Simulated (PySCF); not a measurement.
## Exercise with solution: refractive index and permittivity of the vapour

C₂H₅FO₂Si, SMILES C([Si@H](O)F)C=O.

Geometry optimised at B3LYP-D3(BJ)/def2-SVP. The structure was generated by enumeration; whether it is a known compound was not checked. Other conformers were not sampled.

HF/def2-TZVP (PySCF) gives a mean static polarisability of 47.0 bohr³ and a dipole moment of 3.91 D. Take an ideal gas at 298.15 K and 1 bar, whether or not the substance is that volatile.

### Question
Work out n − 1 in the optical limit and the static ε − 1.

### Answer

Polarisability volume α' = 47.0 × 0.148185 = 6.96 Å³. Number density N = p/kT = 2.43e-5 Å⁻³.
Dilute limit of Lorentz–Lorenz: n − 1 = 2π N α' = 0.0011.
Orientation term of Debye: μ²/(3kT) = 8.098 Å³ × μ²(D²) = 123.80 Å³.
ε − 1 = 4π N (α' + μ²/3kT) = 0.040. Orientation of the dipole supplies 95 % of the static response; it can't follow optical fields. Vibrational polarisation and dispersion are left out.
